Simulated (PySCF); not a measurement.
CH3Cl2Si, SMILES [Si](Cl)(Cl)C (connectivity only; charge and spin as stated), charge +1, multiplicity 1.

Geometry: r2SCAN-D4/def2-SVP. The multiplicity is an assumed one; other spin states were not compared. The isomer is the one that the SMILES or the coordinates give; other isomers of the formula were not compared.

Two levels are set side by side: PBE/def2-TZVPD (PySCF) and CAM-B3LYP/def2-TZVPD (PySCF). Same geometry, gas phase. Differences are taken from unrounded values.

```json
[
 {"quantity": "orbital gap (eV)", "CAM-B3LYP": "9.60"},
 {"quantity": "highest occupied level (eV)", "CAM-B3LYP": "-16.58"},
 {"quantity": "lowest empty level (eV)", "CAM-B3LYP": "-6.97"},
 {"quantity": "mean polarisability (bohr³)", "CAM-B3LYP": "57.2"}
]
```

What does PBE give, and how far is it from CAM-B3LYP? (An estimate is asked for; the answer gives what the named calculation found.)


```
quantity                        PBE  PBE minus CAM-B3LYP
---------------------------  ------  -------------------
orbital gap (eV)               4.88                -4.72
highest occupied level (eV)  -13.78                 2.79
lowest empty level (eV)       -8.91                -1.93
mean polarisability (bohr³)    59.7                  2.5
```

Without exact exchange PBE keeps part of each electron's self-repulsion, which lifts occupied levels and narrows the gap. Loosely held outer electrons make PBE densities more polarisable. Differences between two approximate levels are no errors against the true value.

Rough cost on one machine, each run with all the roots and properties that it gave: CAM-B3LYP against PBE within a factor of 2.
